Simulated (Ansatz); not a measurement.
AgCl, charge +1, doublet, at a GFN2-xTB geometry (such geometries of metal compounds can be far from the true shape) (the multiplicity is a formal guess) (all electrons, no relativity). Base run: Ansatz (a first-principles code) with PBE0/3-21G.

Here is a job for Ansatz.
Ansatz 0.2 input:
```yaml
crystal:
  periodic: [false, false, false]
  atoms:
    - {symbol: Ag, position_ang: [-0.00000000, -0.00000000, -0.60768631]}
    - {symbol: Cl, position_ang: [0.00000000, 0.00000000, 1.68007392]}
basis:
  gaussian:
    orbitals: 3-21G.json
hamiltonian:
  xc: pbe0
total_charge: 1
magnetization: {spin_polarized: true, initial_magnetization: 1}
```
The basis file holds 3-21G in the JSON format of the Basis Set Exchange.

The bond that is stretched is that between atoms 1 and 2. A test that says stable can miss a lower solution.

Variants of this job, named by their change:

```csv
change,ΔE vs base (mEh),<S^2>,stability test says
base,0.000,0.751,minimum
spin_polarized = on; lower_state_search = off,0.000,0.751,undecided (no full test)
spin_polarized = on; lower_state_search = standard,0.000,0.751,minimum
bond × 1.25,-11.823,0.751,minimum
spin_polarized = on; lower_state_search = off; bond × 1.25,-11.823,0.751,undecided (no full test)
spin_polarized = on; lower_state_search = standard; bond × 1.25,-11.823,0.751,minimum
bond × 1.5,-3.050,0.751,minimum
spin_polarized = on; lower_state_search = off; bond × 1.5,-3.050,0.751,undecided (no full test)
spin_polarized = on; lower_state_search = standard; bond × 1.5,-3.050,0.751,minimum
bond × 1.8,4.043,0.750,minimum
spin_polarized = on; lower_state_search = off; bond × 1.8,4.043,0.750,undecided (no full test)
spin_polarized = on; lower_state_search = standard; bond × 1.8,4.043,0.750,minimum
bond × 2.2,7.443,0.750,minimum
spin_polarized = on; lower_state_search = off; bond × 2.2,7.443,0.750,undecided (no full test)
spin_polarized = on; lower_state_search = standard; bond × 2.2,7.443,0.750,minimum
bond × 3.0,9.445,0.750,minimum
spin_polarized = on; lower_state_search = off; bond × 3.0,9.445,0.750,undecided (no full test)
spin_polarized = on; lower_state_search = standard; bond × 3.0,9.445,0.750,minimum
```

On stretching, the SCF can end on different states; <S^2> shows the spin contamination of each.
